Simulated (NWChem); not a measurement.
Species: BSiH₄O₂F; SMILES OB(F)O[SiH3]

```xyz
9

B      0.0230    -0.9600     0.0000
F      0.7554    -2.0755     0.0000
O     -1.3310    -1.0388     0.0000
H     -1.6545    -1.9450     0.0000
O      0.6521     0.2331     0.0000
Si     0.0381     1.7938     0.0000
H     -0.7864     2.0243    -1.2208
H      1.2108     2.7088     0.0000
H     -0.7864     2.0243     1.2208
```
Atoms are numbered in this order, from 1.

The geometry was optimised at PBE0/def2-SVP.

Symmetry labels are those of Cs in the frame above (b1 and b2, or b-type labels, depend on it).

### Question
List the 4 lowest vertical singlet excitations from PBE/6-31+G* (spherical d), TDA (NWChem).

### Answer
| state | energy (eV) | oscillator strength | symmetry | leading excitation (squared amplitude) |
|---|---|---|---|---|
| S1 | 6.77 | 0.003 | a" | HOMO → LUMO (1.00) |
| S2 | 6.96 | 0.005 | a' | HOMO−1 → LUMO (0.99) |
| S3 | 7.47 | 0.012 | a" | HOMO → LUMO+1 (0.95) |
| S4 | 7.61 | 0.005 | a" | HOMO−2 → LUMO (0.95) |
